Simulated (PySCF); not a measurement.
Precursor series Hf Cl-Br. Gas-phase values, no solvent.

Computed with PySCF with B3LYP-D3(BJ)/def2-TZVP // BP86-D3(BJ)/def2-SVP. B3LYP has the VWN-RPA correlation part, as in Gaussian. 

| species | LUMO (eV) | mean distance from the central atom to its bonded neighbours (Å) | HOMO (eV) |
|---|---|---|---|
| 0 of 4 Cl replaced by Br ([Hf(Cl)4]) | -2.45 | [?] | -9.42 |
| 3 of 4 Cl replaced by Br | [?] | 2.447 | -8.64 |
| 4 of 4 Cl replaced by Br ([Hf(Br)4]) | -2.63 | 2.483 | -8.63 |

**Question.** Complete the blanks.

**Answer.** 
- 0 of 4 Cl replaced by Br ([Hf(Cl)4]), mean distance from the central atom to its bonded neighbours (Å): 2.338
- 3 of 4 Cl replaced by Br, LUMO (eV): -2.60
